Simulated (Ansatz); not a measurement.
Cartesian coordinates in Å:
```
C 2.1503 -0.0058 -0.0551
B 0.6271 -0.3036 -0.2600
S 0.1740 -1.7267 -1.3018
O -0.2910 0.4981 0.3387
Si -1.9084 0.6721 0.5613
H 2.3756 1.0112 -0.3929
H 2.3906 -0.0344 1.0129
H 2.8148 -0.6962 -0.5758
H -1.1630 -1.6136 -1.2268
H -2.2344 2.1084 0.4049
H -2.6808 -0.1212 -0.4329
H -2.2548 0.2118 1.9274
```

Charge 0, multiplicity 1.

(1) List the B3LYP/def2-TZVPP orbital energies in eV (Ansatz). (Estimate.)

Results:

(1) Ansatz gave: Occupied: -2417.75, -1799.79, -520.99, -276.13, -215.80, -184.91, -160.36, -160.24, -160.19, -144.24, -99.60, -99.55, -99.54, -27.92, -20.25, -19.03, -16.30, -13.23, -12.57, -11.78, -11.70, -10.74, -10.54, -9.85, -9.49, -9.24, -8.20, -7.46. Lowest empty: -0.22, -0.09, 0.49, 1.09, 1.18, 1.39, 1.58, 2.40.

B3LYP here is the variant with VWN-RPA as its local correlation; programs differ in this.
